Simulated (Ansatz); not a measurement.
The inner images of a band of ClGaH4O (7 atoms, charge 0, multiplicity 1) are given out of order.

Theory: Ansatz, RHF/def2-SVP.

Image 0:

```xyz
7
Properties=species:S:1:pos:R:3
Ga 0.034 0.034 0.084
Cl -0.047 0.591 2.232
H 1.431 0.238 -0.587
H -1.359 0.047 -0.641
O 0.088 -2.069 0.612
H -0.591 -2.652 0.299
H 0.134 -2.153 1.559
```

Image 6:

```xyz
7
Properties=species:S:1:pos:R:3
Ga -0.133 -0.320 -0.785
Cl 0.878 -0.997 3.497
H 0.808 0.884 -0.488
H -0.881 -0.674 -2.114
O -0.385 -1.434 0.599
H -0.942 -2.190 0.499
H 0.344 -1.233 2.349
```

Problem. Put them in order from the first end to the last, with their energies above the first end.
A.
```xyz
7
Properties=species:S:1:pos:R:3
Ga 0.032 -0.286 -0.243
Cl 0.025 -0.098 2.465
H 1.429 0.281 -0.618
H -1.397 0.107 -0.733
O 0.103 -1.996 0.535
H -0.575 -2.638 0.379
H 0.075 -1.333 1.771
```
B.
```xyz
7
Properties=species:S:1:pos:R:3
Ga -0.029 -0.376 -0.549
Cl 0.193 -0.281 3.048
H 1.319 0.399 -0.627
H -1.410 -0.007 -1.190
O 0.045 -1.930 0.356
H -0.694 -2.517 0.312
H 0.268 -1.251 2.207
```
C.
```xyz
7
Properties=species:S:1:pos:R:3
Ga 0.032 -0.149 -0.105
Cl -0.002 0.053 2.374
H 1.433 0.280 -0.620
H -1.387 0.080 -0.726
O 0.117 -1.999 0.630
H -0.562 -2.635 0.437
H 0.059 -1.593 1.567
```
D.
```xyz
7
Properties=species:S:1:pos:R:3
Ga -0.094 -0.346 -0.701
Cl 0.521 -0.619 3.392
H 1.113 0.622 -0.534
H -1.245 -0.306 -1.762
O -0.135 -1.701 0.475
H -0.797 -2.371 0.406
H 0.326 -1.242 2.282
```
E.
```xyz
7
Properties=species:S:1:pos:R:3
Ga 0.034 -0.017 0.020
Cl -0.030 0.299 2.267
H 1.432 0.276 -0.609
H -1.366 0.071 -0.684
O 0.118 -2.057 0.609
H -0.581 -2.665 0.406
H 0.085 -1.870 1.548
```

Solution. E (+0.09 eV), C (+0.67 eV), A (+1.49 eV), B (+1.31 eV), D (+1.29 eV).

Time of the run: 2.3 min on 1 thread of Arm Neoverse V1, with other jobs on the host, peak memory 0.16 GiB.
